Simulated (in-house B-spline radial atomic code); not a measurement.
# Pr V (Pr4+): [Ne] 3s1 3p6 3d10 4s2 4p6 4d10 4f3 5s2 (5p1/2)2 (5p3/2)3 (with a hole in an inner shell)

All numbers are computed (Dirac-Hartree-Fock, average of the jj configuration; Fermi nucleus of rms radius 4.8919 fm) with a radial B-spline atomic code at the basis-set limit, not measured.

Z_r = [3n² - l(l+1)]/(2<r>); Z_e = n√(-2ε); the last column is Slater's effective charge. Values are occupation-weighted means over j. An effective charge above Z reflects the relativistic contraction of the inner shells.

| shell | electrons | ε (eV) | <r> (bohr) | Z_r | Z_e | Slater |
| --- | --- | --- | --- | --- | --- | --- |
| 1s | 2 | -42332 | 0.02409 | 62.27 | 55.78 | 58.70 |
| 2s | 2 | -6991.5 | 0.1025 | 58.54 | 45.34 | 54.85 |
| 2p | 6 | -6277 | 0.09026 | 55.39 | 42.96 | 54.85 |
| 3s | 1 | -1614.5 | 0.2709 | 49.83 | 32.68 | 48.10 |
| 3p | 6 | -1370.5 | 0.2677 | 46.70 | 30.11 | 48.10 |
| 3d | 10 | -1041.9 | 0.2449 | 42.87 | 26.25 | 38.85 |
| 4s | 2 | -378.04 | 0.6144 | 39.06 | 21.08 | 32.10 |
| 4p | 6 | -298.39 | 0.6487 | 35.45 | 18.73 | 32.10 |
| 4d | 10 | -178.57 | 0.7092 | 29.61 | 14.49 | 20.85 |
| 5s | 2 | -88.873 | 1.454 | 25.79 | 12.78 | 12.05 |
| 5p | 5 | -66.585 | 1.626 | 22.45 | 11.06 | 12.05 |
| 4f | 3 | -57.505 | 0.8974 | 20.06 | 8.22 | 13.30 |

The least bound orbital is 4f7/2 at -57.28 eV, while the most diffuse is 5p3/2 (<r> = 1.651 bohr against 0.8994 bohr): energy order and size order differ. The part-filled 3s shell lies below the filled 5s shell in orbital energy.

For the 1s electron the small component carries 4.78 % of the norm, the zero-frequency Breit interaction raises the level by 115.3 eV, self-energy by 67.9 eV, and vacuum polarisation lowers it by 10.27 eV.
